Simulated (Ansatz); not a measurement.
A nudged elastic band was laid between two geometries of ClGaH2 (4 atoms, charge 0, multiplicity 1).

Method: Ansatz, RKS PBE0/def2-SVP.

| Quantity | Value |
| --- | --- |
| movable images | 7 |
| climbing image | yes |
| spring | 5.0 eV/Å² |
| optimiser | quadratic models (default) |
| start path | through a guess of the saddle point |
| force threshold | 0.05 eV/Å |
| iteration limit | 60 |
| end points | relaxed |

Image 0:

```xyz
4
Properties=species:S:1:pos:R:3
Ga 0.454 0.000 0.078
Cl 0.822 0.000 2.203
H 1.731 0.000 -0.816
H -1.049 0.000 -0.334
```

Image 8:

```xyz
4
Properties=species:S:1:pos:R:3
Ga -0.415 0.000 -1.034
Cl 1.401 0.000 1.301
H 2.516 0.000 0.656
H -1.545 0.000 0.208
```

**Question.** What changes between the two ends?

**Answer.** Bonds broken: Ga1–H3. Bonds formed: Cl2–H3. ClGaH2 becomes ClH + GaH.

**Question.** What energy profile does the band end with?

**Answer.** It converged. The highest image is number 4 of 0 to 8, 54.9 kcal/mol above the first end and 9.7 kcal/mol above the last; the last end lies 45.2 kcal/mol above the first. A vibrational analysis at the climbing image gives one clearly imaginary mode, 911i cm⁻¹: a first-order saddle point. The orbitals stay closed-shell, which can raise the energy where a bond breaks towards radicals; this wasn't checked here.

```csv
image,path coordinate (Å),energy (kcal/mol),Ga1–H3 (Å),Cl2–H3 (Å)
0,0.00,0.0,1.56,3.15
1,0.36,4.7,1.54,2.77
2,0.72,20.4,1.52,2.37
3,1.08,43.7,1.54,2.00
4,1.45,54.9,1.67,1.65
5,1.83,48.6,2.04,1.36
6,2.22,46.5,2.56,1.30
7,2.61,45.8,2.99,1.29
8,2.99,45.2,3.38,1.29
```

**Question.** What is the geometry of the highest image?

**Answer.** 
```xyz
4
Properties=species:S:1:pos:R:3:forces:R:3
Ga 0.249 0.000 -0.554 0.01 0.00 -0.01
Cl 1.303 0.000 1.802 0.00 0.00 0.00
H 1.734 0.000 0.212 -0.01 0.00 0.01
H -1.328 0.000 -0.331 0.00 0.00 0.01
```

**Question.** What are the harmonic wavenumbers there?

**Answer.** 911i, 261, 537, 562, 1545, 1879 cm⁻¹.

Time of the run: 49 s on 1 thread of Intel(R) Xeon(R) 6975P-C (Granite Rapids), on a shared host, peak memory 0.13 GiB.
